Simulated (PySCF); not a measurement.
C2H5ClOSi, SMILES C=C[Si@H](O)Cl. Atoms are numbered in the order given.

```xyz
10

C      2.2017     1.2816    -0.2982
C      1.5473     0.1102    -0.4337
Si    -0.3181     0.0373    -0.4945
O     -0.9913     1.5080    -0.0635
Cl    -0.9138    -1.4838     0.8125
H      1.6540     2.2377    -0.2255
H      3.3030     1.3428    -0.2566
H      2.1292    -0.8272    -0.5051
H     -0.8817    -0.2727    -1.8417
H     -0.7803     1.8077     0.8388
```

Geometry optimised at PBE-D3(BJ)/def2-SVP. The structure was generated by enumeration; whether it is a known compound was not checked. The values are those of a single conformer.

Two levels are set side by side: PBE/pcSseg-1 (PySCF) and PBE0/pcSseg-1 (PySCF). GIAO shifts against H2O (¹⁷O), HCl (³⁵Cl), TMS (²⁹Si), TMS (¹H), TMS (¹³C) at the same level; non-relativistic, no solvent, atoms listed together averaged. Without spin–orbit terms, shifts of atoms bonded to Cl or Br come out too high at both levels. Differences are taken from unrounded values.

```tsv
quantity	PBE0
δ(¹³C) of C1 (ppm)	150.0
δ(¹³C) of C2 (ppm)	148.1
δ(²⁹Si) of Si3 (ppm)	-2.8
δ(¹⁷O) of O4 (ppm)	59.0
δ(³⁵Cl) of Cl5 (ppm)	71.6
δ(¹H) of H8 (ppm)	6.73
δ(¹H) of H9 (ppm)	5.80
δ(¹H) of H10 (ppm)	2.21
```

### Question
What does PBE give, and how far is it from PBE0? (The exact figures need the calculation; the answer reports its results.)

### Answer

```json
[
 {"quantity": "δ(¹³C) of C1 (ppm)", "PBE": "146.8", "PBE minus PBE0": "-3.2"},
 {"quantity": "δ(¹³C) of C2 (ppm)", "PBE": "147.9", "PBE minus PBE0": "-0.2"},
 {"quantity": "δ(²⁹Si) of Si3 (ppm)", "PBE": "-2.1", "PBE minus PBE0": "0.7"},
 {"quantity": "δ(¹⁷O) of O4 (ppm)", "PBE": "68.7", "PBE minus PBE0": "9.7"},
 {"quantity": "δ(³⁵Cl) of Cl5 (ppm)", "PBE": "93.3", "PBE minus PBE0": "21.7"},
 {"quantity": "δ(¹H) of H8 (ppm)", "PBE": "6.73", "PBE minus PBE0": "0.00"},
 {"quantity": "δ(¹H) of H9 (ppm)", "PBE": "5.99", "PBE minus PBE0": "0.19"},
 {"quantity": "δ(¹H) of H10 (ppm)", "PBE": "2.09", "PBE minus PBE0": "-0.12"}
]
```

Rough cost on one machine, each run with all the roots and properties that it gave: PBE0 against PBE within a factor of 2.
